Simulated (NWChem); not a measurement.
System meant: CH₄ClInO; SMILES C[O][InH][Cl]

The following NWChem deck was run.

```
start job
memory heap 200 mb stack 900 mb global 1100 mb
geometry units angstroms noautoz
  In    -0.479212     0.009392     0.000000
  H     -2.177024    -0.183132     0.000000
  Cl     0.602972     2.084040     0.000000
  O      0.866075    -1.452848     0.000000
  C      0.561819    -2.814171     0.000000
  H      0.994297    -3.309687    -0.889733
  H      0.994297    -3.309687     0.889733
  H     -0.523469    -3.045472     0.000000
end
basis spherical
  * library def2-svp
end
dft
  xc xpbe96 cpbe96
  iterations 150
  mulliken
end
task dft energy
```

End of the output:

```
             Grid Information
             ----------------
          Grid used for XC integration:  medium
          Radial quadrature: Mura-Knowles
          Angular quadrature: Lebedev.
          Tag              B.-S. Rad. Rad. Pts. Rad. Cut. Ang. Pts.
          ---              ---------- --------- --------- ---------
          In                  1.55      123          11.0       590
          H                   0.35       45          12.0       434
          Cl                  1.00       88          13.0       590
          O                   0.60       49           9.0       434
          C                   0.70       49          11.0       434
          Grid pruning is: on
          Number of quadrature shells:   444
          Spatial weights used:  Erf1

          Convergence Information
          -----------------------
          Convergence aids based upon iterative change in
          total energy or number of iterations.
          Levelshifting, if invoked, occurs when the
          HOMO/LUMO gap drops below (HL_TOL):  1.00D-02
          DIIS, if invoked, will attempt to extrapolate
          using up to (NFOCK): 10 stored Fock matrices.

                    Damping( 0%)  Levelshifting(0.5)       DIIS
                  --------------- ------------------- ---------------
          dE  on:    start            ASAP                start
          dE off:    2 iters        150 iters           150 iters

      Screening Tolerance Information
      -------------------------------
          Density screening/tol_rho:  1.00D-10
          AO Gaussian exp screening on grid/accAOfunc:  14
          CD Gaussian exp screening on grid/accCDfunc:  20
          XC Gaussian exp screening on grid/accXCfunc:  20
          Schwarz screening/accCoul:  1.00D-08

      Superposition of Atomic Density Guess
      -------------------------------------

      charge =      49.0 In (Indium)

      symmetry species            s     p     d     f
      number of basis functions =10     7     6
      number of cont. functions = 4     4     2
      number of closed shells   = 5     3     2
      number of open shells     = 0     1     0
      open shell occupation     = 0     1     0
 ------------------------------------------------------------------------
 atomscf:atomd: error in atom scf                   0
 ------------------------------------------------------------------------
 ------------------------------------------------------------------------
  current input line :
    21: task dft energy
 ------------------------------------------------------------------------
 ------------------------------------------------------------------------
 This error has not yet been assigned to a category
 ------------------------------------------------------------------------
 For more information see the NWChem manual at https://nwchemgit.github.io

0:atomscf:atomd: error in atom scf:Received an Error in Communication
```

**Question.** Can this run be used? If not, why, and what is the fix?

**Answer.** The program stopped with an error. Cause: the def2 basis of a heavy element holds valence functions alone and wants its effective core potential (without it all electrons must fit into that basis). This input runs:
```
start job
memory heap 200 mb stack 900 mb global 1100 mb
geometry units angstroms noautoz
  In    -0.479212     0.009392     0.000000
  H     -2.177024    -0.183132     0.000000
  Cl     0.602972     2.084040     0.000000
  O      0.866075    -1.452848     0.000000
  C      0.561819    -2.814171     0.000000
  H      0.994297    -3.309687    -0.889733
  H      0.994297    -3.309687     0.889733
  H     -0.523469    -3.045472     0.000000
end
basis spherical
  * library def2-svp
end
ecp
  In library def2-ecp
end
dft
  xc xpbe96 cpbe96
  iterations 150
  mulliken
end
task dft energy
```
It converges to -765.53973 Ha (PBE/def2-SVP with def2 effective core potentials on In).
